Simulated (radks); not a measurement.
Spherical quantum dot in the effective-mass picture: electrons in a well V = -V0 / (1 + exp((r - R)/a)) with V0 = 24.5, R = 2.13, a = 0.14, all in effective atomic units (hartree* = m*/eps^2 hartree, bohr* = eps/m* bohr), one dielectric constant everywhere. Calculated with a radial shooting solver with Libxc functionals: non-relativistic Kohn-Sham, PBEsol, spin-polarised, spherical densities. Levels are named by radial order and angular momentum (1s, 1p, 1d, 2s, ...), and open shells are averaged over m. Results are scaled to m* = 0.063 and eps = 13.4, for which hartree* = 9.547 meV and bohr* = 11.26 nm.

N = 4, configuration 1s2 1p(up 2, down 0). This is the lowest configuration that the search found. Occupied and some empty levels:

level    occupation  eigenvalue (meV)  <r> (nm)
1s up             1           -199.16     12.52
1s down           1           -197.78     12.40
1p up             2           -189.22     14.40
1p down           0           -187.63     14.37
1d up             0           -175.91     15.68
1d down           0           -174.26     15.68
2s up             0           -166.87     12.06
2s down           0           -165.97     12.11
1f up             0           -159.77     16.65
1f down           0           -158.13     16.67

Energy (meV): total -826.892, kinetic 56.081, external -921.05, Hartree 57.335, exchange-correlation -19.259.

Electron density:

r (nm)  n(r) (e/nm^3)
0.562       0.0001726
2.68        0.0001791
4.80        0.0001913
6.92        0.0002032
9.04        0.0002069
11.2        0.0001949
13.3        0.0001640
15.4        0.0001180
17.5       0.00006822
19.6       0.00002877
21.8        7.945e-06
23.9        1.290e-06
26.0        1.306e-07
28.1        1.057e-08
